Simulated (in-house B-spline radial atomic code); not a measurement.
A calculation on Mg4+ (an excited or competing configuration): its settings, and results tabulated from the run. Computed with a radial B-spline atomic code at the basis-set limit: Dirac-Hartree-Fock, average of configuration, Fermi nucleus of rms radius 3.057 fm.

Command:
```bash
python run_scf.py task.json out
```
Settings (nuclear radius in fm, mass in u):
```
Z                12
configuration    [He] 2s1 2p4 6d1
hamiltonian      dirac
method           hf
spin_polarised   False
nucleus          fermi
rms_radius       3.057
atomic_mass      23.98504
speed_of_light   137.035999084
```

Output (hartree, bohr):
```
 radial grid: 76 intervals, B-splines of order 8, outer radius 40.8511 bohr

 iter        energy (Eh)    residual
    1       -181.4260500    3.41e-01
    2       -185.8783877    7.94e-02
    3       -185.9891271    3.35e-02
    4       -186.0093061    1.43e-02
    5       -186.0136521    2.80e-03
    6       -186.0137565    4.88e-05
    7       -186.0137565    1.07e-06
    8       -186.0137565    1.94e-08

 total energy                     -186.013757
 kinetic                            186.62440
 electron-nucleus                  -416.38446
 electron-electron                   43.74631

 first-order corrections (not in the total)
   Gaunt                            0.03083
   retardation                     -0.00176
   frequency dependence            -0.00001
   self-energy                      0.02129
   Uehling                         -0.00123
   Wichmann-Kroll                   0.00000
   recoil                           0.00372

 orbital      occ     eigenvalue          <r>       <r^2>       <1/r>       <r^4>     <1/r^2>       r_max    small
 1s1/2      2.000      -54.17194     0.130091   0.0227793      11.652  0.00134762      275.34     0.08509  1.80e-03
 2s1/2      1.000       -7.79009     0.626539     0.46299      2.3287    0.373756     22.4153      0.5182  2.85e-04
 2p1/2      1.333       -6.45368      0.57773    0.411031     2.23488    0.343144     6.95039      0.4385  2.66e-04
 2p3/2      2.667       -6.43938     0.579102    0.412831     2.22752    0.345843     6.87764      0.4396  2.65e-04
 6d3/2      0.400       -0.35690      9.89477      110.62    0.146161     16294.1   0.0561491       10.83  1.03e-05
 6d5/2      0.600       -0.35688      9.89535     110.632     0.14614     16297.6    0.056108       10.83  1.03e-05
```

Run time, properties included: 1.1 s on 1 thread of Arm Neoverse V1, on a shared host.

For the Dirac Hamiltonian the kinetic term is c α·p + (β - 1)c².
